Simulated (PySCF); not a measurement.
**`CC1=CC=C(B(O)O)C=C1`, C7H9BO2**

Geometry:
| atom | x (Å) | y (Å) | z (Å) |
| --- | --- | --- | --- |
| C1 | 3.266 | 0.414 | -0.297 |
| C2 | 1.776 | 0.250 | -0.236 |
| C3 | 1.069 | 0.460 | 0.952 |
| C4 | -0.315 | 0.308 | 0.992 |
| C5 | -1.049 | -0.058 | -0.143 |
| B6 | -2.607 | -0.241 | -0.124 |
| O7 | -3.243 | -0.497 | -1.298 |
| O8 | -3.365 | -0.163 | 1.010 |
| C9 | -0.331 | -0.264 | -1.333 |
| C10 | 1.050 | -0.115 | -1.378 |
| H11 | 3.752 | -0.500 | -0.674 |
| H12 | 3.547 | 1.232 | -0.980 |
| H13 | 3.690 | 0.640 | 0.691 |
| H14 | 1.612 | 0.748 | 1.857 |
| H15 | -0.823 | 0.489 | 1.947 |
| H16 | -4.191 | -0.601 | -1.167 |
| H17 | -2.847 | -0.007 | 1.804 |
| H18 | -0.879 | -0.547 | -2.235 |
| H19 | 1.582 | -0.285 | -2.319 |

The calculation used quadratic response CAM-B3LYP/aug-cc-pVDZ first hyperpolarisability, Taylor convention, gas phase in PySCF. Geometry: PBE0-D3(BJ)/def2-SVP.

(1) Give the tensor of the static β(0;0,0) in the axes of these coordinates.

## Answers

(1) In au, Taylor convention; rows are the first index (the induced dipole):
```tsv
	xx	yy	zz	xy	xz	yz
x	+249.9	-5.3	-67.6	+29.1	-17.1	-14.1
y	+29.1	-1.5	-11.2	-5.3	-14.1	-3.0
z	-17.1	-3.0	-24.0	-14.1	-67.6	-11.2
```
Norm of βᵢ = ⅓ Σⱼ (βᵢⱼⱼ + βⱼᵢⱼ + βⱼⱼᵢ): 183.2 au, hyper-Rayleigh value 101.7 au.
